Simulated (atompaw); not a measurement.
**Cutoff test, thallium (Tl), PAW (atompaw)**

```
Element                 : Tl (Z = 81)
Generator               : atompaw 4.2.0.5
Type                    : PAW
Functional              : LDA (PW92)
Relativity              : scalar-relativistic
Frozen core             : [Xe] 4f14
Valence charge          : 13
Reference configuration : 5d10 6s1 6p0 (charge +2)
Partial waves           : 6s (bound): rc 2.25 bohr; 6s channel at -0.85 Ry: rc 2.25 bohr; 6p (bound, empty): rc 2.05 bohr; 6p channel at -0.65 Ry: rc 2.05 bohr; 5d (bound): rc 1.70 bohr; 5d channel at -0.6 Ry: rc 2.25 bohr; 5f channel at 0.5 Ry: rc 2.25 bohr; 5f channel at 2.95 Ry: rc 2.25 bohr
Local potential         : bessel scheme, radius 1.50 bohr
Core correction         : smooth core density matched at 2.25 bohr
Augmentation charge     : sinc compensation charge, radius 2.00 bohr; PAW radius 2.25 bohr; waves and projectors: custom rrkj gramschmidtortho
```

The pseudo-atom Hamiltonian at the reference potential is diagonalised in spherical Bessel functions j_l(qr) that vanish at 20 bohr, with q² up to the cutoff. All-electron valence levels (Ry): 6s -1.8977, 6p -1.1991, 5d -2.4563.

Problem. How do the lowest levels (Ry) of each channel move with the cutoff, and are there ghosts?

Solution.

```json
{"cutoff (Ry)": "8", "s #1": "-1.8974", "s #2": "-0.6280", "p #1": "-1.2213", "p #2": "-0.4668", "d #1": "-2.1661", "f #1": "-0.3004", "f #2": "-0.1741", "Σ f·Δε (mRy)": "2902.9"}
{"cutoff (Ry)": "12", "s #1": "-1.8975", "s #2": "-0.6284", "p #1": "-2.1781", "p #2": "-1.1940", "d #1": "-2.3224", "f #1": "-0.3030", "f #2": "-0.1763", "Σ f·Δε (mRy)": "1339.4"}
{"cutoff (Ry)": "21", "s #1": "-1.8977", "s #2": "-0.6284", "p #1": "-3.8853", "p #2": "-1.1989", "d #1": "-2.3931", "f #1": "-0.3048", "f #2": "-0.1778", "Σ f·Δε (mRy)": "632.5"}
{"cutoff (Ry)": "30", "s #1": "-1.8977", "s #2": "-0.6284", "p #1": "-3.9665", "p #2": "-1.1991", "d #1": "-2.4442", "f #1": "-0.3048", "f #2": "-0.1778", "Σ f·Δε (mRy)": "121.6"}
{"cutoff (Ry)": "40", "s #1": "-1.8978", "s #2": "-0.6284", "p #1": "-3.9680", "p #2": "-1.1991", "d #1": "-2.4555", "f #1": "-0.3048", "f #2": "-0.1779", "Σ f·Δε (mRy)": "8.3"}
{"cutoff (Ry)": "50", "s #1": "-1.8978", "s #2": "-0.6285", "p #1": "-3.9686", "p #2": "-1.1991", "d #1": "-2.4558", "f #1": "-0.3048", "f #2": "-0.1779", "Σ f·Δε (mRy)": "5.2"}
{"cutoff (Ry)": "70", "s #1": "-1.8978", "s #2": "-0.6285", "p #1": "-3.9692", "p #2": "-1.1991", "d #1": "-2.4563", "f #1": "-0.3048", "f #2": "-0.1779", "Σ f·Δε (mRy)": "0.9"}
{"cutoff (Ry)": "90", "s #1": "-1.8978", "s #2": "-0.6285", "p #1": "-3.9692", "p #2": "-1.1991", "d #1": "-2.4563", "f #1": "-0.3048", "f #2": "-0.1779", "Σ f·Δε (mRy)": "0.4"}
{"cutoff (Ry)": "400", "s #1": "-1.8978", "s #2": "-0.6285", "p #1": "-3.9693", "p #2": "-1.1991", "d #1": "-2.4564", "f #1": "-0.3048", "f #2": "-0.1779", "Σ f·Δε (mRy)": "0.0"}
```

Result: ghost state, extra bound levels that the all-electron valence spectrum of the same l lacks: p at -54.0 eV (a true bound ghost makes a file unfit for plane-wave use); 10 mRy is reached at 40 Ry and 1 mRy at 70 Ry.
